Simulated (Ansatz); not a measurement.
```yaml
crystal:
  periodic: [false, false, false]
  atoms:
    - {symbol: N, position_ang: [-1.162608, 0.889365, -0.536167]}
    - {symbol: Ti, position_ang: [0.401696, -0.106980, -0.455576]}
    - {symbol: N, position_ang: [0.513173, -0.719601, 1.287170]}
    - {symbol: Cl, position_ang: [0.248037, -1.817297, -1.846946]}
    - {symbol: Cl, position_ang: [2.123502, 1.203675, -0.905382]}
    - {symbol: H, position_ang: [-1.808257, 1.053650, 0.221460]}
    - {symbol: H, position_ang: [-1.473737, 1.347234, -1.383578]}
    - {symbol: H, position_ang: [1.047987, -0.263353, 2.014560]}
    - {symbol: H, position_ang: [0.198706, -1.632994, 1.587359]}
basis:
  gaussian: {orbitals: cc-pVTZ, nuclear_model: gaussian, point_charges: [{charge: 0.50, position_ang: [5.918, 0.291, -0.076]}]}
hamiltonian: {xc: {name: BLYP}}
```

```sh
$ ansatz run in.yaml --threads 4 --pin off --events-out ev --progress --plain --max-ram 10444MiB
```

It prints (some lines left out):

```
Functional definition: BLYP
1643 factors; their error is unknown
mean field evaluation 1: about -51191.0837 eV, gradient 1.1e2 eV
mean field evaluation 2: about -51028.2763 eV, gradient 2.3e2 eV
mean field evaluation 4: about -51185.3309 eV, gradient 1.4e2 eV
mean field evaluation 8: about -51214.6917 eV, gradient 1.0e0 eV
mean field evaluation 16: about -51214.6652 eV, gradient 4.1e-3 eV
mean field -51214.66520751 eV, -1882.1042318291 hartree, gradient 5.7e-5 eV, S^2 0.000000; 0 other end points of the search recorded, 0 dependent functions left out
reference -51214.66563993 eV, -1882.1042477201 hartree; 37, 37 occupied and 215, 215 virtual orbitals, 1643 factors
Total energy: -51214.66563993 eV, -1882.1042477201 hartree
```

Hardware: 4 threads of an Arm Neoverse V2 on a shared host. Wall time 3.3 s, peak host memory 0.48 GiB.
